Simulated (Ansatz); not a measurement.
`C[CH](C)[Al]([OH])[OH]`, 15 atoms. Total charge 0; spin multiplicity 1. Hardware: A = 2 threads of an AMD EPYC 7R13 on a shared host; B = 2 threads of an AMD EPYC 7R13 on a shared host and a share of an NVIDIA H100 80 GB. Correlated methods freeze the cores. Open-shell runs search over several starts.

Problem. How many basis functions does each run have, and how long does it take in Ansatz? RKS PBE0-D4/def2-TZVP relaxation (8 steps) [B]; RKS B97M-V/def2-TZVPP energy [B]; RKS PBE0-D4/def2-SVP energy [A]; RHF-CCSD(T)/def2-SVP energy [B]; UHF-CCSD(T)/def2-TZVPP energy of the cation [B]; UKS ωB97X-V/def2-TZVPP energy of the cation [B]; RKS ωB97M-V/def2-QZVPP energy [B]; RKS PBE0-D4/def2-QZVPP energy [B]; UKS PBE0-D4/def2-TZVPP energy of the cation [B]; UKS r2SCAN-D4/def2-TZVPP energy of the cation [B]; UKS ωB97M-V/def2-TZVPP energy of the cation [B]; UKS PBE-D4/def2-TZVPP energy of the cation [B]. (Estimate.)

Solution. Ansatz gave: Other jobs shared the machine, so times are rough.

| level | job | functions | wall time | peak host memory (GiB) |
| --- | --- | --- | --- | --- |
| RKS PBE0-D4/def2-SVP | energy [A] | 133 | 2.5 s | 0.36 |
| RKS B97M-V/def2-TZVPP | energy [B] | 323 | 3.1 s | 0.92 |
| RHF-CCSD(T)/def2-SVP | energy [B] | 133 | 4.1 s | 0.78 |
| UKS ωB97X-V/def2-TZVPP | energy of the cation [B] | 323 | 7.5 s | 1.1 |
| UKS ωB97M-V/def2-TZVPP | energy of the cation [B] | 323 | 8 s | 1.1 |
| RKS ωB97M-V/def2-QZVPP | energy [B] | 625 | 9.1 s | 1.2 |
| RKS PBE0-D4/def2-TZVP | relaxation (8 steps) [B] | 246 | 12 s | 0.89 |
| RKS PBE0-D4/def2-QZVPP | energy [B] | 625 | 12 s | 1.1 |
| UKS PBE0-D4/def2-TZVPP | energy of the cation [B] | 323 | 15 s | 0.92 |
| UKS r2SCAN-D4/def2-TZVPP | energy of the cation [B] | 323 | 19 s | 0.99 |
| UKS PBE-D4/def2-TZVPP | energy of the cation [B] | 323 | 27 s | 0.92 |
| UHF-CCSD(T)/def2-TZVPP | energy of the cation [B] | 323 | 78 s | 1.4 |
